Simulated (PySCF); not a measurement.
Method: PBE-D3(BJ)/def2-TZVP // BP86-D3(BJ)/def2-SVP (PySCF). Gas-phase values, no solvent. One relaxed conformer stands for a flexible species; it need not be the lowest. 

Reference species: [Ti(F)3(OH)] (neutral, multiplicity 1).

```
Property                Value
-------------------  --------
HOMO                 -8.81 eV
HOMO–LUMO gap         5.43 eV
coordination number         4
```

Changed species: [Ti(OH)4] (4 of 4 F replaced by OH; the reference has 1 of 4 F replaced by OH).

Q: Predict the effect on the HOMO, HOMO–LUMO gap and coordination number.

A: the HOMO increases by 1.50 eV, to -7.31 eV; the HOMO–LUMO gap decreases by 0.36 eV, to 5.07 eV; the coordination number stays essentially unchanged.
